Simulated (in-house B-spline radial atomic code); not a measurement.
A fraction x of an electron is removed from 3d in Cu V (Cu4+), starting from [Ar] 3d7 and keeping the highest spin. Level of theory: non-relativistic TPSSh, spin-polarised, spherical fractional occupations, point nucleus; calculated with a B-spline radial code for spherical atoms.

Caution: exact exchange at fractional occupations of open shells leaves self-interaction of up to several eV.

| x | E(x) - E(0) (eV) | 3d down level (eV) |
| --- | --- | --- |
| 0 | 0.0000 | -68.619 |
| 0.03 | 2.0683 | -69.271 |
| 0.21 | 14.8920 | -73.224 |
| 0.26 | 18.5809 | -74.333 |
| 0.48 | 35.4758 | -79.272 |
| 0.5 | 37.0657 | -79.725 |
| 0.54 | 40.2729 | -80.635 |
| 0.63 | 47.6225 | -82.691 |
| 0.79 | 61.1479 | -86.385 |
| 0.96 | 76.1704 | -90.359 |
| 1 | 79.8037 | -91.302 |

The exact functional would give a straight line between the two integer points. Deviations E(x) - E(0) - x[E(1) - E(0)], in eV: -0.326 at x = 0.03, -1.867 at x = 0.21, -2.168 at x = 0.26, -2.83 at x = 0.48, -2.836 at x = 0.5, -2.821 at x = 0.54, -2.654 at x = 0.63, -1.897 at x = 0.79, -0.441 at x = 0.96.

The curve lies below the straight line by up to 2.836 eV (at x = 0.5): convex, the delocalisation error, to which spherically averaged exact exchange adds.

(1) How well does Slater's transition state (minus the level at half occupation) give the ionisation energy?

Results:

(1) It gives 79.725 eV against 79.804 eV from the two total energies; NIST lists 79.80 eV, ground level to ground level. The end point has an open shell averaged over its orbitals, so its exact exchange keeps a self-interaction and this is no true integer point.
